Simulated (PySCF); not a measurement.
CH7GeN.
SMILES with atom numbers: `[NH2:1][CH2:2][GeH3:3]` (hydrogens: H4, H5 on N1; H6, H7 on C2; H8, H9, H10 on Ge3)

Geometry (PBE0-D3(BJ)/def2-SVP, Å), atoms numbered from 1 in this order:
```
atom  x, y, z in Å
N1    -1.227    0.405    0.620
C2    -0.365   -0.704    0.265
Ge3    1.508   -0.242    0.640
H4    -2.209    0.159    0.510
H5    -1.060    1.202    0.008
H6    -0.439   -1.061   -0.785
H7    -0.604   -1.573    0.900
H8     2.448   -1.384    0.201
H9     1.876    1.029   -0.156
H10    1.709    0.040    2.138
```

The closed-shell ground state was solved at several levels (PySCF, density fitting, gas phase). The calculation is non-relativistic and has no spin–orbit coupling, an omission that weighs most on germanium.

```tsv
level	basis functions	HOMO (eV)	LUMO (eV)	gap (eV)	dipole (D)
CAM-B3LYP/def2-SVPD	134	-8.38	1.03	9.41	1.63
B3LYP/pcJ-1 (pcSseg-1 on Ge)	165	-6.55	0.73	7.28	1.72
PBE0/pcSseg-1	110	-6.81	1.00	7.81	1.70
```

Task: Estimate the row for PBE/pcSseg-2, a basis of 233 functions; the other rows only guide the guess.

Result: HOMO -5.52 eV, LUMO -0.41 eV, gap 5.11 eV, dipole 1.69 D.

Task: Over all these levels, which gives the widest orbital gap and which the narrowest?

Result: CAM-B3LYP/def2-SVPD (range-separated hybrid) has the widest, 9.41 eV, and PBE/pcSseg-2 (GGA) the narrowest, 5.11 eV. Functional and basis both differ between the two, so the spread mixes both effects.

Task: How far do the dipole and the HOMO energy spread over the levels?

Result: The dipole runs from 1.63 to 1.72 D (mean 1.68 D) and the HOMO from -8.38 to -5.52 eV.

One conformer stands for the species.
